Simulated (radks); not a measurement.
Values are calculated unless marked as measured or tabulated.
How relativity changes the ionisation of the ruthenium ion Ru2+ ([Kr] 4d6) to Ru3+ ([Kr] 4d5). Spin-unpolarised spherical Kohn-Sham, PBE, point nucleus unless stated (finite: rms radius 4.4809 fm), a radial shooting solver on a logarithmic mesh with Libxc functionals. A level marked "c x" has the speed of light scaled by that factor and shares open shells by 2j + 1; other Dirac levels either fill j = l - 1/2 first or share by 2j + 1.

level,E(Ru2+) (hartree),E(Ru3+) (hartree),IE (eV),HOMO,<r> HOMO (bohr)
non-rel.,-4442.23853,-4441.09872,31.016,4d,1.511
scalar-rel.,-4529.81631,-4528.69095,30.623,4d,1.525
"scalar-rel., finite nucleus",-4529.74131,-4528.61594,30.623,4d,1.525
"Dirac, 2j+1 shares",-4530.60361,-4529.47836,30.620,4d5/2,1.532
"Dirac, low j first",-4530.62551,-4529.50884,30.386,4d5/2,1.534
"Dirac, 2j+1 shares, finite nucleus",-4530.52845,-4529.40320,30.620,4d5/2,1.532
"Dirac, c x 0.75",-4606.20493,-4605.09075,30.319,4d5/2,1.549
"Dirac, c x 5",-4445.60405,-4444.46483,31.000,4d5/2,1.512
"Dirac, c x 100",-4442.24692,-4441.10712,31.016,4d5/2,1.511

NIST Atomic Spectra Database: 28.470 eV (semi-empirical). The relativistic part of the total energy of Ru2+ is -88.29 hartree (Dirac, 2j+1 shares, finite nucleus), 2 % of the non-relativistic value. Spin polarisation and multiplet splitting of open shells are left out at every level.

Beside tabulated values, note that relativity, absent from the non-relativistic runs, is large for the heavy elements, and spin-unpolarised runs miss the spin-polarisation part of the exchange energy of open shells.
